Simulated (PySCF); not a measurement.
# Bond length, frequency and bond energy of Be2 by level of theory

State: ¹Σg⁺ (singlet), closed shell. Set-up: PySCF, no relativity, basis sets Be def2-SVP. De refers to Be + Be in their ground configurations, without counterpoise correction. Levels whose curve was spin-contaminated or gave no clean fit are not listed.

```tsv
Level	Re (Å)	ωe (cm⁻¹)	De (eV)
PBE	2.453	359	0.445
BLYP	2.458	336	0.279
r²SCAN	2.488	346	0.389
r²SCANh	2.507	328	0.339
PBE0	2.519	310	0.299
MN15	2.695	214	0.194
LC-ωPBE	2.852	143	0.069
```

The bond length runs from 2.453 Å (PBE) to 2.852 Å (LC-ωPBE). De spans 0.07 eV (LC-ωPBE, range-separated hybrid) to 0.45 eV (PBE, GGA).

Closed-shell solutions of metal pairs were not tested for spin polarisation, which can lower them a little. The bond is weak. Basis-set superposition, not corrected here, can be much of De in a small basis, most of all at correlated wavefunction levels. Functionals without a dispersion term scatter widely for such bonds, and LDA overbinds them.
